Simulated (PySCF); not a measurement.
## Static response to an electric field

C5H3N3S.
Structure used (GFN2-xTB), in Å, numbered top down from 1:
```xyz
12
C5H3N3S angstrom
N     -1.903    2.272   -0.371
C     -1.827    1.137   -0.217
C     -1.792   -0.254   -0.030
C     -0.683   -0.999    0.108
C      0.680   -0.539    0.093
C      1.198    0.777   -0.065
N      2.504    0.822   -0.026
S      3.082   -0.682    0.195
N      1.659   -1.427    0.245
H     -2.768   -0.721   -0.001
H     -0.782   -2.067    0.248
H      0.634    1.680   -0.205
```

Level: PBE0/def2-SVPD (PySCF), static field, nuclei fixed, core orbitals frozen in the response. The polarisability tensor in these axes (au):

```
x   138.77 -20.04   5.62
y   -20.04  97.58  -6.62
z     5.62  -6.62  54.23
```

Question: What are the eigenvalues, a third of the trace, and Δα (Δα² = ½Σ(αi − αj)² over the three pairs)?

Answer: Principal values 53.15, 89.88 and 147.54 au; mean 96.86 au = 14.35 Å³ = 15.97 × 10⁻⁴⁰ C²·m²/J; Δα = 82.41 au (85 % of the mean).

Question: What is the dipole moment, and where does it point?

Answer: (-0.35, -3.18, 0.41) D, 3.23 D in size, pointing from the negative to the positive side. Measured along this direction, the outermost atoms are N1 at the negative end and H11 at the positive end.

Question: Find the Langevin capture rate constant for O2+ (31.990 u) meeting this molecule (137.005 u), k = 2.342 × 10⁻⁹ cm³/s × √(α in Å³ / reduced mass in u).

Answer: The reduced mass is 25.93 u, so k = 1.74 × 10⁻⁹ cm³/s. The formula leaves out the permanent dipole, which adds to the capture rate.

Question: What depolarisation ratio follows for Rayleigh scattering of linearly polarised light, taking the static tensor?

Answer: ρ = 3Δα²/(45ᾱ² + 4Δα²) = 20374.3/(422166 + 27165.8) = 0.0453.

Question: Give the principal axes and the span of the nuclei along them.

Answer: Largest value along (0.92, -0.38, 0.08), where the nuclei span 5.76 Å; middle along (0.39, 0.92, -0.11), 4.03 Å; least along (-0.03, 0.13, 0.99), 0.00 Å. The response follows the extents in order.

Question: In a dilute gas of rigid molecules at 250 K, how does the orientational term μ²/3kT compare with the electronic polarisability?

Answer: In Gaussian units μ²/3kT = 100.62 Å³ against 14.35 Å³, a ratio of 7.01; the Debye molar polarisation (4π/3)N_A(α + μ²/3kT) is 290.0 cm³/mol, leaving out the vibrational part.

The structure is a single GFN2-xTB conformer in the gas phase; no vibrational or solvent corrections.
